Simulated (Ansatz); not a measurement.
Born–Oppenheimer molecular dynamics of GaH3O3 (7 atoms, charge 0, multiplicity 1). It starts from a relaxed structure.

Level of theory: Ansatz, RKS PBE/def2-SVP.

```
ensemble        : NVT, Langevin thermostat
time step       : 0.5 fs
steps asked     : 300
set temperature : 300 K
friction        : 0.02 /fs
masses          : H 2.014 u
seed            : 450344
```

First frame:

```xyz
7
Properties=species:S:1:pos:R:3
Ga 0.061 -0.282 0.101
O -0.077 -0.049 1.878
H -1.006 -0.025 2.169
O 1.719 -0.291 -0.576
H 1.679 -0.440 -1.539
O -1.316 -0.493 -1.047
H -2.180 -0.500 -0.596
```

(1) How far do the bonds stretch over the last three quarters of this one trajectory? (Pairs bonded in most of those frames.)

Results:

(1) 
```tsv
bond	mean (Å)	spread (Å)	shortest	longest
Ga1–O2	1.793	0.037	1.73	1.85
Ga1–O4	1.791	0.023	1.74	1.84
Ga1–O6	1.806	0.041	1.75	1.89
O2–H3	0.980	0.037	0.91	1.06
O4–H5	0.975	0.015	0.94	1.00
O6–H7	0.980	0.025	0.93	1.04
```

Mean temperature of the second half: 324 K. A run of 0.15 ps of so small a system gives no equilibrium averages.

Run time: 11 min on 1 thread of Arm Neoverse V1, on a shared host, peak memory 0.11 GiB.
